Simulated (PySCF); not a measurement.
**Br²⁺: ionisation energy**

Br²⁺ [Ar] 3d10 4s2 4p3 (4S) → Br³⁺ [Ar] 3d10 4s2 4p2 (3P), as a difference of total energies. Calculation: PySCF 2.14, in aug-cc-pVTZ-PP with ECP10MDF (6s5p4d2f, 55 functions); a scalar-relativistic core potential. Correlated levels: valence: 3s2 3p6 3d10 frozen. The calculations carry no spin-orbit coupling.

| method | ionisation energy (eV) | difference from reference (eV) |
| --- | --- | --- |
| UHF | 34.637 | -0.234 |
| MP2 (valence) | 35.167 | +0.296 |
| SCS-MP2 (valence) | 35.011 | +0.140 |
| CCSD (valence) | 35.131 | +0.260 |
| CCSD(T) (valence) | 35.157 | +0.286 |

Reference: 34.871 ± 0.019 eV (measured; NIST Atomic Spectra Database, ionization energies).

The reference lies between the lowest fine-structure levels, while these numbers refer to the centres of the terms.

Errors of the correlated levels include the incompleteness of this basis and the frozen core.
